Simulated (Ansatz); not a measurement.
`C#C[SiH3]` + `OB(Cl)Cl` → `[SiH3]OB(Cl)Cl` + `C#C` at 600 K and 1 bar (ligand exchange at the Si–C bond).

Isolated molecules relaxed with PBE0-D4/def2-TZVP in Ansatz; ΔE leaves out vibrations. CCSD(T)/CBS is the MP2 limit (def2-TZVPP, def2-QZVPP) plus CCSD(T) − MP2 in def2-TZVPP, frozen cores. This one scheme is used for every species. One conformer a species, not always the lowest.

```tsv
species	CCSD(T)/CBS energy (Eh)	H − E (kJ/mol)	S (J/(mol·K))
`C#C[SiH3]`	-367.52081	155.9	329.9
`OB(Cl)Cl`	-1020.26564	93.9	348.5
`[SiH3]OB(Cl)Cl`	-1310.57934	153.5	439.2
`C#C`	-77.22717	96.2	235.4
```

H − E and S are ideal-gas, rigid-rotor, harmonic terms from PBE0-D4/def2-TZVP, for one conformer and one mirror image of each species. 1 Eh = 2625.50 kJ/mol, R = 8.31446 J/(mol·K).

Task: By hand: ΔE, ΔH, ΔS and ΔG.

Result: ΔE = (-1310.57934) + (-77.22717) − (-367.52081) − (-1020.26564) = -0.02006 Eh = -52.7 kJ/mol. Δ(H − E) = 153.5 + 96.2 − 155.9 − 93.9 = -0.1, so ΔH = -52.8 kJ/mol. ΔS = 439.2 + 235.4 − 329.9 − 348.5 = -3.8 J/(mol·K). ΔG = -52.8 − 600 × (-3.8)/1000 = -50.5 kJ/mol.

Task: By hand: the equilibrium constant, and the temperature at which ΔG would vanish if ΔH and ΔS stayed fixed.

Result: log₁₀ K = −ΔG/(RT ln 10) = 4.4. ΔG = 0 at ΔH/ΔS = 13895 K, far beyond where these terms or the molecules hold.

The number of gas molecules stays the same, so ΔS is small and ΔH decides. A doubt of 5 kJ/mol in ΔE shifts log₁₀ K by 0.4 here. Other conformers and mirror images would add mixing entropy, several J/(mol·K) or more a flexible species. These are equilibria of isolated gas molecules and say nothing of rates. Largest T1 diagnostic: 0.013 (customary marks: 0.02 for closed shells, 0.045 for open ones).
